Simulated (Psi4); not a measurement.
HF₂OS, charge +1, singlet, geometry from GFN2-xTB.

Input for Psi4:
```
memory 2 GB

molecule mol {
1 1
  O     1.292238   -0.536346    0.124384
  S    -0.122331   -0.085726    0.462428
  F    -0.980179   -0.706323   -0.735271
  F    -0.164806    1.398706   -0.129337
  H     1.924263   -0.569057   -0.612460
}

set basis 6-311++g**
set reference rks

energy('pbe0')
print_variables()
```

Question: What does this run give for the total energy, number of basis functions, nuclear repulsion energy?

Answer: 
- total energy = -672.9810 Eh
- number of basis functions = 103
- nuclear repulsion energy = 200.6637 Eh
